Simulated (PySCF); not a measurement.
Si(F)2(Me)(Cl) (CH3ClF2Si), SMILES [Si](F)(C)(Cl)F.

The structure is a stationary point at B3LYP-D3(BJ)/def2-SVP.

Two levels are set side by side: TDA-PBE/def2-SVPD (PySCF) and TDA-PBE0/def2-SVPD (PySCF). Vertical, same geometry. The lowest singlet is HOMO→LUMO 97 % with PBE and HOMO→LUMO 92 % with the other functional; states are paired by order. Differences are taken from unrounded values.

```
quantity                               TDA-PBE0
-------------------------------------  --------
lowest singlet excitation (eV)             8.60
lowest triplet excitation (TDA) (eV)       8.12
first bright state (f over 0.05) (eV)      8.60
its oscillator strength                    0.12
```

What does TDA-PBE give, and how far is it from TDA-PBE0? (The exact figures need the calculation; the answer reports its results.)


```json
[
 {"quantity": "lowest singlet excitation (eV)", "TDA-PBE": "7.75", "TDA-PBE minus TDA-PBE0": "-0.85"},
 {"quantity": "lowest triplet excitation (TDA) (eV)", "TDA-PBE": "7.45", "TDA-PBE minus TDA-PBE0": "-0.66"},
 {"quantity": "first bright state (f over 0.05) (eV)", "TDA-PBE": "7.75", "TDA-PBE minus TDA-PBE0": "-0.85"},
 {"quantity": "its oscillator strength", "TDA-PBE": "0.07", "TDA-PBE minus TDA-PBE0": "-0.04"}
]
```

Functionals without exact exchange tend to place singlet excitations lower, as here. Differences between two approximate levels are no errors against the true value.

Rough cost on one machine, each run with all the roots and properties that it gave: TDA-PBE0 against TDA-PBE about 2 times.
